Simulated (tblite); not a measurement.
Species: C5H7Al.
SMILES with atom numbers: `[CH:1]#[C:2][Al:3]([CH3:4])[CH:5]=[CH2:6]` (hydrogens: H7 on C1; H8, H9, H10 on C4; H11 on C5; H12, H13 on C6)

Computed with GFN2-xTB (tblite), gas phase: L-BFGS steps from a force-field or distance-geometry start until the largest atomic force falls under 0.01 eV/Å.

Step 8: E = -413.2862 eV
```
atom  x, y, z in Å  |  force x, y, z in eV/Å
C1     -2.3530   -2.2433    1.3780    0.003  -0.019   0.009
C2     -1.5741   -1.4506    0.8971    0.009  -0.017   0.006
Al3    -0.3417   -0.1586    0.1300   -0.026   0.139  -0.048
C4     -0.9857    1.6198   -0.4849   -0.007   0.038  -0.064
C5      1.5708   -0.6296   -0.0371    0.071  -0.055   0.013
C6      2.4543    0.2223   -0.5587   -0.017   0.035  -0.030
H7     -3.0248   -2.9383    1.7976   -0.056  -0.047   0.028
H8     -2.0659    1.7299   -0.3296    0.049   0.003   0.010
H9     -0.8039    1.7886   -1.5542   -0.018  -0.007   0.044
H10    -0.5000    2.4526    0.0373   -0.037  -0.009   0.001
H11     1.9520   -1.5999    0.2904    0.029  -0.012  -0.003
H12     3.5073    0.0044   -0.6756    0.070  -0.060   0.023
H13     2.1602    1.2032   -0.9080   -0.070   0.011   0.012
```

Step 9: E = -413.2875 eV
```
atom  x, y, z in Å  |  force x, y, z in eV/Å
C1     -2.3556   -2.2459    1.3794    0.012  -0.014   0.007
C2     -1.5745   -1.4543    0.8991    0.020   0.009  -0.007
Al3    -0.3412   -0.1562    0.1288   -0.027   0.070  -0.020
C4     -0.9865    1.6235   -0.4865   -0.003   0.029  -0.054
C5      1.5750   -0.6327   -0.0367    0.027  -0.037   0.013
C6      2.4557    0.2221   -0.5594   -0.014   0.004  -0.012
H7     -3.0281   -2.9418    1.7997   -0.023  -0.013   0.007
H8     -2.0670    1.7324   -0.3302    0.058   0.000   0.007
H9     -0.8055    1.7928   -1.5561   -0.018  -0.009   0.050
H10    -0.5017    2.4571    0.0362   -0.040  -0.019  -0.005
H11     1.9571   -1.6039    0.2911    0.017   0.030  -0.018
H12     3.5096    0.0042   -0.6756    0.047  -0.040   0.016
H13     2.1583    1.2031   -0.9076   -0.056  -0.011   0.016
```

**Question.** Estimate the geometry and energy of step 10. (The exact step hangs on the optimiser's Hessian estimate; all steps are aligned on step 9, rigid shifts and turns removed.)

**Answer.** E = -413.2880 eV, largest force 0.050 eV/Å
```
atom  x, y, z in Å  |  force x, y, z in eV/Å
C1     -2.3562   -2.2471    1.3800    0.017  -0.007   0.003
C2     -1.5744   -1.4555    0.8997    0.015   0.014  -0.008
Al3    -0.3414   -0.1536    0.1279   -0.012   0.009   0.001
C4     -0.9868    1.6254   -0.4878    0.003   0.013  -0.024
C5      1.5769   -0.6341   -0.0365   -0.005  -0.009   0.005
C6      2.4563    0.2219   -0.5599   -0.002  -0.015   0.000
H7     -3.0297   -2.9433    1.8006    0.002   0.011  -0.008
H8     -2.0664    1.7332   -0.3302    0.031   0.000   0.007
H9     -0.8064    1.7941   -1.5562   -0.012   0.001   0.014
H10    -0.5030    2.4583    0.0358   -0.028  -0.005  -0.001
H11     1.9593   -1.6051    0.2911    0.015   0.033  -0.018
H12     3.5112    0.0033   -0.6752    0.015  -0.019   0.011
H13     2.1563    1.2030   -0.9071   -0.040  -0.025   0.017
```

The energy changes by -0.0005 eV. The first-order estimate −F·Δx gives -0.0008 eV and the mean of the old and new forces, exact on a quadratic surface, -0.0005 eV. The step makes an angle of 50° with the force vector and moves no atom by more than 0.003 Å.

The cost below is that of the whole relaxation. Time: 0.23 s of wall time. Hardware: one thread, Arm Neoverse N1 (aarch64), shared host with 64 logical CPUs at a one-minute load of 55.
